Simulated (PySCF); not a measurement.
Si(CCH)(H)(Me)2 (C4H8Si), SMILES C#C[SiH](C)C. Atoms are numbered in the order given.

```xyz
13

Si    -0.3893     0.4178     0.0000
C     -1.1609    -0.3101     1.5543
C     -1.1609    -0.3101    -1.5543
C      1.4214     0.0583     0.0000
C      2.6122    -0.1975     0.0000
H     -0.5545     1.9015     0.0000
H     -2.2412    -0.0940     1.5891
H     -0.6965     0.1104     2.4599
H     -1.0271    -1.4034     1.5779
H     -0.6965     0.1104    -2.4599
H     -1.0271    -1.4034    -1.5779
H     -2.2412    -0.0940    -1.5891
H      3.6635    -0.4203     0.0000
```

The structure is a stationary point at B3LYP-D3(BJ)/def2-SVP.

The numbers are results of PBE0/def2-TZVP in PySCF, not measurements.

ESP charges are fitted to the potential on shells at 1.4 to 2.0 van der Waals radii. Atomic charges (e):

| atom | Löwdin | Mulliken | IAO | ESP fit |
|---|---|---|---|---|
| Si1 | 0.26 | 0.32 | 0.97 | ___ |
| C2 | -0.44 | -0.49 | -0.73 | -0.78 |
| C3 | -0.44 | -0.49 | -0.73 | -0.78 |
| C4 | -0.19 | -0.15 | -0.33 | -0.30 |
| C5 | -0.10 | -0.18 | -0.20 | -0.31 |
| H6 | -0.02 | -0.03 | -0.14 | ___ |
| H7 | 0.13 | 0.14 | 0.16 | ___ |
| H8 | 0.13 | 0.15 | 0.16 | ___ |
| H9 | 0.13 | 0.14 | 0.16 | ___ |
| H10 | 0.13 | 0.15 | 0.16 | ___ |
| H11 | 0.13 | 0.14 | 0.16 | ___ |
| H12 | 0.13 | 0.14 | 0.16 | ___ |
| H13 | 0.13 | 0.18 | 0.20 | 0.29 |

Some entries are withheld; supply them. (An estimate is asked for; the answer gives what the named calculation found.)


- Si1, ESP fit: 0.96
- H6, ESP fit: -0.20
- H7, ESP fit: 0.18
- H8, ESP fit: 0.19
- H9, ESP fit: 0.20
- H10, ESP fit: 0.19
- H11, ESP fit: 0.20
- H12, ESP fit: 0.18

Give the Mayer and Wiberg (Löwdin basis) orders of the bonds. (The exact figures need the calculation; the answer reports its results.)


| bond | Mayer | Wiberg |
|---|---|---|
| Si1–C2 | 1.01 | 1.19 |
| Si1–C3 | 1.01 | 1.19 |
| Si1–C4 | 1.01 | 1.11 |
| C4–C5 | 2.68 | 3.01 |
| Si1–H6 | 0.95 | 0.87 |
| C2–H7 | 0.95 | 0.90 |
| C2–H8 | 0.95 | 0.90 |
| C2–H9 | 0.95 | 0.90 |
| C3–H10 | 0.95 | 0.90 |
| C3–H11 | 0.95 | 0.90 |
| C3–H12 | 0.95 | 0.90 |
| C5–H13 | 0.98 | 0.92 |
